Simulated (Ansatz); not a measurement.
Basis-set extrapolation for C3H9NOSi, SMILES `C=C[Si](C)(N)O` (PBE0-D4/def2-TZVP geometry, frozen core, Ansatz 0.2.0). Multiplicity 1, RHF reference.

```tsv
	def2-TZVPP	def2-QZVPP
HF	-537.295101	-537.316392
MP2 correlation	-1.076590	-1.153349
CCSD(T) correlation	-1.169828	not run
```

Energies in hartree. Use E(X) = E(∞) + A·exp(−7.88·√X) for Hartree–Fock and E(X) = E(∞) + B·X^(−2.97) for correlation, with X = 3 and 4, and add CCSD(T) minus MP2 of the smaller set to the MP2 limit.

Task: What is the CCSD(T) energy at the basis-set limit?

Result: HF limit: -537.316392 + (-0.021291) × 0.13774 = -537.31932. MP2 limit: -1.153349 + (-0.076759) × 0.74074 = -1.21021. Higher-order term: -1.169828 − (-1.076590) = -0.09324. Total: -538.62277 hartree, 99.0 kcal/mol below CCSD(T)/def2-TZVPP.
